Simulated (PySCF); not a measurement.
Excitations are Tamm–Dancoff values on a coarser integration grid. The basis has no diffuse functions, so Rydberg states are missing or too high.

Cartesian coordinates (Å):
SMILES: [OH][Sn]([OH])([OH])[F]
```xyz
8

O     -1.4475    -1.2151    -0.3452
Sn     0.0107     0.0001     0.0818
O      1.6826    -0.6434    -0.6772
O     -0.3880     1.7969    -0.5497
F      0.2059     0.0651     1.9977
H     -2.2832    -0.9644     0.0660
H      1.9623    -1.4919    -0.3135
H      0.2572     2.4526    -0.2597
```
Charge 0, multiplicity 1.

Q: What HOMO, T1 excitation (TDA), brightest of the four lowest singlets (TDA), dipole moment, LUMO, HOMO–LUMO gap, S1 excitation (TDA) and S1–T1 gap (TDA) does PySCF with PBE-D3(BJ)/def2-TZVP // B3LYP-D3(BJ)/def2-TZVP give?

A: 
The HOMO comes out as -7.76 eV. The T1 excitation (TDA) is 4.40 eV and the brightest of the four lowest singlets (TDA) is 5.91 eV. The dipole moment is 0.050 e·Å and the LUMO is -3.16 eV. The HOMO–LUMO gap comes out as 4.61 eV. The S1 excitation (TDA) comes out as 4.79 eV and the S1–T1 gap (TDA) is 0.39 eV.
